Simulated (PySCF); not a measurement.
Species: isopropyl acrylate, C6H10O2.
SMILES with atom numbers: `[CH2:1]=[CH:2][C:3](=[O:4])[O:5][CH:6]([CH3:7])[CH3:8]` (hydrogens: H9, H10 on C1; H11 on C2; H12 on C6; H13, H14, H15 on C7; H16, H17, H18 on C8)

Structure optimised with GFN2-xTB, isolated species.

Problem. What internal coordinates does the optimisation give?

Solution. 
```json
{"bond": "C1=C2", "length (bohr)": "2.503", "order": "double"}
{"bond": "C2–C3", "length (bohr)": "2.799", "order": "single"}
{"bond": "C3=O4", "length (bohr)": "2.281", "order": "double"}
{"bond": "C3–O5", "length (bohr)": "2.525", "order": "single"}
{"bond": "O5–C6", "length (bohr)": "2.714", "order": "single"}
{"bond": "C6–C7, C6–C8", "length (bohr)": "2.879", "order": "single"}
{"bond": "C1–H9", "length (bohr)": "2.034", "order": "single"}
{"bond": "C1–H10", "length (bohr)": "2.037", "order": "single"}
{"bond": "C2–H11", "length (bohr)": "2.040", "order": "single"}
{"bond": "C6–H12", "length (bohr)": "2.075", "order": "single"}
{"bond": "C7–H13 and 5 like bonds", "length (bohr)": "2.054", "order": "single"}
```

Bonds in one row agree within 0.02 bohr and their mean is given. Orders are formal, as drawn. A selection of angles:
```json
{"angle": "C2–C1–H9", "degrees": "122.6"}
{"angle": "C2–C1–H10", "degrees": "120.0"}
{"angle": "H9–C1–H10", "degrees": "117.4"}
{"angle": "C1–C2–C3", "degrees": "121.1"}
{"angle": "C1–C2–H11", "degrees": "123.4"}
{"angle": "C3–C2–H11", "degrees": "115.5"}
{"angle": "C2–C3–O4", "degrees": "125.1"}
{"angle": "C2–C3–O5", "degrees": "110.5"}
{"angle": "O4–C3–O5", "degrees": "124.4"}
{"angle": "C3–O5–C6", "degrees": "117.7"}
{"angle": "O5–C6–C7", "degrees": "109.6"}
{"angle": "O5–C6–C8", "degrees": "106.9"}
{"angle": "O5–C6–H12", "degrees": "107.9"}
{"angle": "C7–C6–C8", "degrees": "112.3"}
{"angle": "C7–C6–H12", "degrees": "109.3"}
{"angle": "C8–C6–H12", "degrees": "110.6"}
{"angle": "C6–C7–H13", "degrees": "110.1"}
{"angle": "H13–C7–H14", "degrees": "109.0"}
```

Torsions: C1–C2–C3–O4 -1° (synperiplanar); C2–C3–O5–C6 180° (antiperiplanar); C3–O5–C6–C7 83° (synclinal). The mirror-image conformer, all signs reversed, is as good.

The 4 C–C bonds span 1.324 Å (C1=C2, drawn double) to 1.525 Å (C6–C7, drawn single), a spread of 0.201 Å. Of the pairs four or more bonds apart, O4···H12 is among the closest relative to their van der Waals radii: 2.38 Å, 87 % of the sum of Bondi's values. The 3 C–O bonds span 1.207 Å (C3=O4, drawn double) to 1.436 Å (O5–C6, drawn single), a spread of 0.229 Å.

Point group: C1 (no symmetry element, even within 0.4 Å). Stationary, but not proved a minimum. The numbers are those of one conformer.

These are computed values.
